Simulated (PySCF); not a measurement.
## How methods differ on the excitation energy of P

P [Ne] 3s2 3p3 (4S) → P [Ne] 3s1 3p3 3d1 (6D), as a difference of total energies. Calculation: PySCF 2.14, in aug-cc-pwCVDZ; no relativity, point nucleus. Correlated levels: valence: [Ne] frozen; valence and next inner shell: 1s2 frozen; nothing frozen. The calculations carry no spin-orbit coupling.

```csv
method,excitation energy (cm⁻¹)
UHF,105510
LDA,121250
PBE,119700
PBE0,118930
r2SCAN,115760
M06-2X,124360
r2SCAN0,116350
BHandHLYP,123710
B3LYP,123360
MP2 (valence),116610
SCS-MP2 (valence),118630
MP2 (valence and next inner shell),118260
SCS-MP2 (valence and next inner shell),119890
MP2 (all electrons),118250
SCS-MP2 (all electrons),119880
```

The upper state lies above the first ionisation limit, but in LS coupling its spin forbids autoionisation to the ground ion.

The promoted electron is Rydberg-like, and one or two diffuse shells describe it only roughly, which tends to raise the upper state.

In the upper state the promoted electron has a positive orbital energy at LDA, PBE, PBE0, r2SCAN, M06-2X, r2SCAN0, BHandHLYP, B3LYP, so the basis confines it.
